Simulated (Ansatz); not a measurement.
`C[O][AlH][N](C)C` → `C[O][AlH2]` + `C=NC` at 500 K and 1 bar (β-hydride elimination).

Calculated with Ansatz (gas phase, PBE0-D4/def2-TZVP geometries, no zero-point term in ΔE). CCSD(T)/CBS is the MP2 limit (def2-TZVPP, def2-QZVPP) plus CCSD(T) − MP2 in def2-TZVPP, frozen cores. Each species was taken in one conformer, which may not be the lowest.

| species | CCSD(T)/CBS energy (Eh) | H − E (kJ/mol) | S (J/(mol·K)) |
| --- | --- | --- | --- |
| `C[O][AlH][N](C)C` | -492.12441 | 405.8 | 481.9 |
| `C[O][AlH2]` | -358.26893 | 179.4 | 342.0 |
| `C=NC` | -133.77870 | 206.0 | 296.0 |

H − E and S are ideal-gas, rigid-rotor, harmonic terms from PBE0-D4/def2-TZVP, for one conformer and one mirror image of each species. 1 Eh = 2625.50 kJ/mol, R = 8.31446 J/(mol·K).

By hand: ΔE, ΔH, ΔS and ΔG.

ΔE = (-358.26893) + (-133.77870) − (-492.12441) = 0.07678 Eh = 201.6 kJ/mol. Δ(H − E) = 179.4 + 206.0 − 405.8 = -20.4, so ΔH = 181.2 kJ/mol. ΔS = 342.0 + 296.0 − 481.9 = 156.1 J/(mol·K). ΔG = 181.2 − 500 × (156.1)/1000 = 103.1 kJ/mol.

By hand: the equilibrium constant, and the temperature at which ΔG would vanish if ΔH and ΔS stayed fixed.

log₁₀ K = −ΔG/(RT ln 10) = -10.8. ΔG = 0 at ΔH/ΔS = 1161 K.

The number of gas molecules changes by +1, which sets the sign of ΔS. A doubt of 5 kJ/mol in ΔE shifts log₁₀ K by 0.5 here. Other conformers and mirror images would add mixing entropy, several J/(mol·K) or more a flexible species. These are equilibria of isolated gas molecules and say nothing of rates. Largest T1 diagnostic: 0.012 (customary marks: 0.02 for closed shells, 0.045 for open ones).
